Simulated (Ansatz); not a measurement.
Ansatz (a first-principles code) input:

Ansatz 0.2 input:
```yaml
crystal:
  periodic: [false, false, false]
  atoms:
    - {symbol: B, position_ang: [-1.57671103, 0.08556341, -0.16143477]}
    - {symbol: Br, position_ang: [0.29141256, 0.00806264, 0.01389763]}
    - {symbol: H, position_ang: [-2.31588439, -0.71000955, 0.32075689]}
basis:
  gaussian:
    orbitals: aug-cc-pVDZ
magnetization: {spin_polarized: true, initial_magnetization: 1}
correlation: {method: ccsd_t, electrons: outside_noble_gas}
output: {forces: true}
```

Problem. What final total energy does it print?

Solution. -2597.83186 Eh (CCSD(T)/aug-cc-pVDZ). The basis has 68 functions.

It need not be the lowest isomer of its formula.
